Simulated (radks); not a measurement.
Results of a calculation; reference values are marked as such.
Problem. All-electron atom: Hg III in [Xe] 4f14 5d10. Level of theory: Dirac Kohn-Sham, PBE, spin-unpolarised, spherical densities, point nucleus (a radial shooting solver on a logarithmic mesh with Libxc functionals). Some entries of the table are withheld. Estimate them.

orbital  occ.  eigenvalue (eV)  <1/r> (bohr^-1)
1s1/2       2        -83067.53            97.68
2s1/2       2        -14725.37            24.05
2p1/2       2        -14126.24            23.99
2p3/2       4        -12178.15            19.41
3s1/2       2              (1)            8.822
3p1/2       2        -3239.304            8.730
3p3/2       4        -2807.789            7.537
3d3/2       4        -2363.234              (2)
3d5/2       6        -2270.800              (3)
4s1/2       2        -786.3416            3.736
4p1/2       2        -671.0010            3.625
4p3/2       4        -566.8099            3.212
4d3/2       4        -378.6291              (4)
4d5/2       6        -359.2088              (5)
5s1/2       2        -137.0771            1.523
4f5/2       6        -117.0910            2.553
4f7/2       8        -112.8987            2.516
5p1/2       2         -99.0975            1.396
5p3/2       4         -80.8602            1.243
5d3/2       4         -29.9432           0.9309
5d5/2       6         -28.0216           0.8943
6s1/2       0         -23.3572           0.5363
6p1/2       0              (6)           0.4411
6p3/2       0              (7)           0.3997

Solution. 
(1) 3s1/2 eigenvalue (eV): -3508.538
(2) 3d3/2 <1/r> (bohr^-1): 7.435
(3) 3d5/2 <1/r> (bohr^-1): 7.165
(4) 4d3/2 <1/r> (bohr^-1): 3.011
(5) 4d5/2 <1/r> (bohr^-1): 2.916
(6) 6p1/2 eigenvalue (eV): -16.1027
(7) 6p3/2 eigenvalue (eV): -14.4200
